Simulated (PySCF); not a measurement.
C₃H₇NOSi, SMILES C1=CO[SiH2]NC1.

Coordinates come from a B3LYP-D3(BJ)/def2-SVP optimisation. This is a generated structure with no PubChem entry under its InChIKey; it may be hypothetical. The values are those of a single conformer.

Two levels are set side by side: TDDFT-PBE/def2-SVPD (PySCF) and TDDFT-PBE0/def2-SVPD (PySCF). Vertical, same geometry. The lowest singlet is HOMO→LUMO 87 % with PBE and HOMO→LUMO+1 56 %, HOMO→LUMO 40 % with the other functional; states are paired by order. Differences are taken from unrounded values.

| quantity | TDDFT-PBE0 |
|---|---|
| lowest singlet excitation (eV) | 5.66 |
| lowest triplet excitation (TDA) (eV) | 4.18 |
| first bright state (f over 0.05) (eV) | 6.31 |
| its oscillator strength | 0.07 |

What does TDDFT-PBE give, and how far is it from TDDFT-PBE0? (Estimate from the structure and the level; the computed values follow.)


| quantity | TDDFT-PBE | TDDFT-PBE minus TDDFT-PBE0 |
|---|---|---|
| lowest singlet excitation (eV) | 4.83 | -0.82 |
| lowest triplet excitation (TDA) (eV) | 4.20 | 0.02 |
| first bright state (f over 0.05) (eV) | 6.34 | 0.03 |
| its oscillator strength | 0.12 | 0.05 |

A lower first singlet is the usual sign of a functional without exact exchange. Differences between two approximate levels are no errors against the true value.

Rough cost on one machine, each run with all the roots and properties that it gave: TDDFT-PBE0 against TDDFT-PBE about 4 times.
